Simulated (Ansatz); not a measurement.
System: C$_{6}$H$_{7}$, charge -1, multiplicity 1. It need not be the lowest isomer of its formula. Whether it binds its extra electron was not tested at this geometry. SMILES: Cc1ccc[cH-]1
Geometry: optimised at B3LYP-D3(BJ)/def2-TZVP (Ansatz, a program for electronic structure).

Parts of the frozen-core correlation energy in STO-3G (Ansatz, hartree). Frozen orbitals: 6; correlated occupied orbitals by spin: 16 and 16; virtual: 15 and 15. No spin-orbit coupling. No relativistic terms.

```
term                            value
-------------------------  ----------
reference (HF)             -228.31455
MP2 opposite-spin            -0.27545
MP2 same-spin                -0.06309
CCSD correlation             -0.40708
(T)                          -0.00776
T1 diagnostic                   0.002
largest doubles amplitude       0.080
```
